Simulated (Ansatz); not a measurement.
A search over several starts for the lowest SCF solution of AlSiCl2OH3⁺, that is (Cl)2Al-O-SiH3 with one electron fewer at the given spin, in a small basis.

```yaml
crystal:
  periodic: [false, false, false]
  atoms:
    - {symbol: Al, position_ang: [0.221070, -0.674242, -1.655398]}
    - {symbol: Cl, position_ang: [0.860530, 0.539229, -3.224655]}
    - {symbol: Cl, position_ang: [-0.166876, -2.689658, -2.018823]}
    - {symbol: O, position_ang: [0.021448, -0.035765, -0.118353]}
    - {symbol: Si, position_ang: [-0.186683, 0.574881, 1.405631]}
    - {symbol: H, position_ang: [-1.100797, 1.752938, 1.355426]}
    - {symbol: H, position_ang: [-0.780383, -0.465639, 2.295072]}
    - {symbol: H, position_ang: [1.131691, 0.998256, 1.961110]}
basis:
  gaussian: {orbitals: def2-SVP}
total_charge: 1
magnetization: {spin_polarized: true, initial_magnetization: 1}
hamiltonian: {xc: pbe0, dispersion: d4}
output: {orbitals: {seedname: orbitals}}
```

```sh
$ ansatz run in.yaml --threads 4 --pin off --events-out ev --progress --plain --max-ram 3916MiB
```

Shortened log:

```
Functional definition: PBE0
919 factors; integrals over basis functions are off by at most 1.2e-3 eV
mean field evaluation 1: about -41570.3498 eV, gradient 5.0e1 eV
mean field evaluation 2: about -41502.1017 eV, gradient 1.2e2 eV
mean field evaluation 4: about -41577.5821 eV, gradient 1.8e1 eV
mean field evaluation 8: about -41580.2897 eV, gradient 1.5e0 eV
mean field evaluation 16: about -41580.3968 eV, gradient 9.8e-4 eV
mean field evaluation 32: about -41580.3968 eV, gradient 2.5e-5 eV
mean field evaluation 64: about -41580.3651 eV, gradient 4.9e-1 eV
mean field -41580.39683642 eV, -1528.0513995330 hartree, gradient 9.7e-6 eV, S^2 0.756272; 8 other end points of the search recorded, 0 dependent functions left out
reference -41580.39686547 eV, -1528.0514006009 hartree; 36, 35 occupied and 65, 66 virtual orbitals, 919 factors
Total energy: -41580.56735181 eV, -1528.0576658581 hartree
```

Run time 7 s (4 threads of Arm Neoverse V2 on a shared host).
